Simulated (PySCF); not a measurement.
Nuclear quadrupole coupling in pentamethylene sulfone

Compound: pentamethylene sulfone, C5H10O2S.
Atom-mapped SMILES: `[O:1]=[S:2]1(=[O:3])[CH2:4][CH2:5][CH2:6][CH2:7][CH2:8]1` (hydrogens: H9, H10 on C4; H11, H12 on C5; H13, H14 on C6; H15, H16 on C7; H17, H18 on C8)

Geometry (PBE0-D3(BJ)/def2-SVP, Å), atoms numbered from 1 in this order:
```
atom  x, y, z in Å
O1    -2.7048    0.6210    0.5462
S2    -1.4592    0.3642   -0.1699
O3    -1.3524    0.6114   -1.6098
C4    -0.1254    1.2619    0.6262
C5     1.2209    0.8330    0.0614
C6     1.4954   -0.6579    0.2532
C7     0.4587   -1.5621   -0.4121
C8    -0.9500   -1.3321    0.1157
H9    -0.2255    1.0725    1.7063
H10   -0.3604    2.3198    0.4333
H11    1.2393    1.0838   -1.0117
H12    2.0120    1.4283    0.5441
H13    2.4927   -0.8959   -0.1479
H14    1.5355   -0.8845    1.3342
H15    0.4505   -1.3878   -1.5003
H16    0.7251   -2.6197   -0.2580
H17   -1.7118   -1.9324   -0.4048
H18   -1.0448   -1.5081    1.1986
```

Field gradients from the PBE0/pcSseg-1 density (PySCF, non-relativistic), principal values in atomic units, ordered |Vxx| ≤ |Vyy| ≤ |Vzz|:

```csv
atom,Vxx,Vyy,Vzz
O1,-0.6862,-0.7838,1.4699
S2,-0.0173,-0.0911,0.1083
O3,-0.6497,-0.8256,1.4753
```

Q: Find the asymmetry η = (Vxx − Vyy)/Vzz and the couplings χ = eQV/h (234.96 MHz × Q in barn × V in au), with Q(17O) = −0.0256 b, Q(33S) = −0.0678 b.

A: 
| atom | environment | nucleus | η | χzz (MHz) | χxx (MHz) | χyy (MHz) |
| --- | --- | --- | --- | --- | --- | --- |
| O1 | sulfonyl oxygen | 17O | 0.07 | -8.84 | 4.13 | 4.71 |
| S2 | sulfonyl sulfur | 33S | 0.68 | -1.725 | 0.275 | 1.451 |
| O3 | sulfonyl oxygen | 17O | 0.12 | -8.87 | 3.91 | 4.97 |

Q: What is Vzz at O3 in SI units (1 au = 9.71736 × 10²¹ V/m²)?

A: 1.4753 au = 14.336 × 10²¹ V/m².

Q: And the gradient at the other heavy atoms, for which no coupling is worked out here?

A: 
```tsv
atom	environment	Vzz (au)	η
C4	sp3 carbon bound to sulfur	0.185	0.18
C5	ring CH2 carbon	0.102	0.75
C6	ring CH2 carbon	-0.052	0.49
C7	ring CH2 carbon	0.103	0.75
C8	sp3 carbon bound to sulfur	0.185	0.18
```

Were the hydrogens deuterons (Q(2H) = 0.00286 b), χzz would run from 187 kHz (H15, H11 and H14) to 193 kHz (H13, H16 and H12).

The structure is a single PBE0-D3(BJ)/def2-SVP conformer in the gas phase; no vibrational or solvent corrections. With so small a basis the couplings can be 20 % off.

The run behind these numbers computed NMR shieldings as well. The run took 30 s of wall time on one thread, Arm Neoverse V1, no GPU, on a shared host.
